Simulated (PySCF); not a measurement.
Electron correlation in As (arsenic, neutral)

[Ar] 3d10 4s2 4p2 4d1, one real determinant (an excited configuration). Computed with PySCF 2.14 in aug-cc-pVQZ-DK (8s7p5d3f2g, 93 functions), with scalar relativity by spin-free X2C-1e. Frozen: [Ar] 3d10; 5 electrons correlated.

```json
{"level": "CCSD", "correlation energy (mhartree)": "-94.02"}
{"level": "(T)", "correlation energy (mhartree)": "-13.18"}
{"level": "CCSD(T)", "correlation energy (mhartree)": "-107.20"}
```

Diagnostics: T1 = 0.048, D1 = 0.1488, largest double amplitude 0.585.

Problem. Is a single reference adequate?

Solution. Not fully. The real determinant used has ⟨L²⟩ near 8 against 12 for a pure F term, so it mixes terms. The outer electron is Rydberg-like, and this basis confines it to a smaller radius and binds it less than a complete one would. T1 exceeds 0.03, a sign that the reference determinant is poor. A double-excitation amplitude exceeds 0.15, a sign of near-degeneracy.

The reference is one real determinant that mixes LS terms of this configuration.
